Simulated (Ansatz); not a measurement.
Gas-phase electronic energies from Ansatz, PBE0-D4/def2-TZVP geometries. CCSD(T)/CBS is the MP2 limit (def2-TZVPP, def2-QZVPP) plus CCSD(T) − MP2 in def2-TZVPP, frozen cores. DFT in def2-TZVPP. B3LYP here is the variant with VWN-RPA as its local correlation; programs differ in this. HSE06 is defined as in plane-wave codes. One conformer a species, not always the lowest.

`F[SiH](Cl)N[SiH3]` + `C=CC` → `C=C[SiH](F)Cl` + `CN[SiH3]`  (formal exchange of groups at the Si–N bond)

`F[SiH](Cl)N[SiH3]`:

Cartesian coordinates in Å:
```
F 0.552 2.490 -0.043
Si 0.285 1.194 0.842
Cl 1.597 1.309 2.401
N 0.556 -0.246 -0.010
Si -0.593 -1.170 -0.926
H -1.106 1.271 1.313
H 1.514 -0.570 -0.030
H -0.255 -1.182 -2.373
H -0.639 -2.576 -0.449
H -1.911 -0.520 -0.726
```

`C=CC`:

Cartesian coordinates in Å:
```
C 0.881 0.437 0.976
C 0.145 -0.432 0.297
C -0.720 -0.096 -0.868
H 0.898 1.490 0.714
H 1.492 0.129 1.816
H 0.161 -1.478 0.598
H -0.416 -0.656 -1.758
H -1.763 -0.364 -0.672
H -0.678 0.970 -1.102
```

`C=C[SiH](F)Cl`:

Z-matrix (Å, degrees):
```
Si
C 1 1.837
Cl 1 2.043 2 110.7
F 1 1.592 2 110.7 3 117.9
H 1 1.477 2 111.3 3 -121.4
C 2 1.331 1 120.4 3 122.1
H 2 1.088 1 120.3 3 -57.2
H 6 1.087 2 121.7 1 0.5
H 6 1.086 2 122.3 1 -179.4
```

`CN[SiH3]`:

Z-matrix (Å, degrees):
```
C
N 1 1.447
H 1 1.093 2 109.5
H 1 1.094 2 110.9 3 -117.8
H 1 1.098 2 113.8 3 120.2
Si 2 1.716 1 123.0 3 -36.9
H 2 1.007 1 113.6 3 170.5
H 6 1.486 2 107.4 1 175.3
H 6 1.488 2 108.6 1 55.3
H 6 1.496 2 115.3 1 -64.3
```

```csv
level,ΔE (kJ/mol),difference from CCSD(T)/CBS
LDA (SPW92),122.5,-3.5
PBE-D4,116.7,-9.3
revPBE-D4,114.7,-11.3
BLYP-D4,117.5,-8.5
r2SCAN-D4,125.8,-0.2
B97M-V,126.3,0.3
PBE0-D4,121.1,-4.9
B3LYP-D4,121.6,-4.4
r2SCANh-D4,126.6,0.6
r2SCAN0-D4,127.7,1.7
HSE06-D4,121.1,-4.9
BHLYP-D4,126.8,0.8
ωB97X-V,121.8,-4.2
ωB97M-V,124.3,-1.7
B2PLYP,124.1,-1.9
PBE-QIDH,126.2,0.2
PBE,116.1,-9.9
BLYP,116.3,-9.7
r2SCAN,125.6,-0.4
PBE0,120.6,-5.4
r2SCANh,126.4,0.4
r2SCAN0,127.5,1.5
HSE06,120.5,-5.5
BHLYP,125.6,-0.4
LC-ωPBE,123.2,-2.8
RPA@PBE/def2-TZVPP,118.8,-7.2
HF/def2-SVP,119.9,-6.1
MP2/def2-SVP,123.3,-2.7
CCSD/def2-SVP,119.9,-6.1
CCSD(T)/def2-SVP,119.0,-7.0
HF/def2-TZVPP,127.1,1.1
MP2/def2-TZVPP,128.7,2.7
SCS-MP2/def2-TZVPP,125.8,-0.2
CCSD/def2-TZVPP,125.8,-0.2
CCSD(T)/def2-TZVPP,125.1,-0.9
HF/def2-QZVPP,127.6,1.6
MP2/def2-QZVPP,129.4,3.4
HF/CBS(def2),127.6,1.6
MP2/CBS(def2),129.6,3.6
CCSD/CBS(def2),126.7,0.7
CCSD(T)/CBS,126.0,0
```

Largest T1 diagnostic among the species: 0.011.

Leaving LDA and LC-ωPBE aside and taking each functional with its dispersion term where it has one, the values spread over 13.0 kJ/mol, from revPBE-D4 to r2SCAN0-D4. LDA lies +6.4 kJ/mol from PBE without D4. From PBE to PBE0 (25 % exact exchange), in def2-TZVPP and without D4, ΔE moves by +4.5 kJ/mol.

CCSD(T)/CBS has its own doubt, a few kJ/mol and more with outer-core shells, so smaller differences from it don't rank the levels.
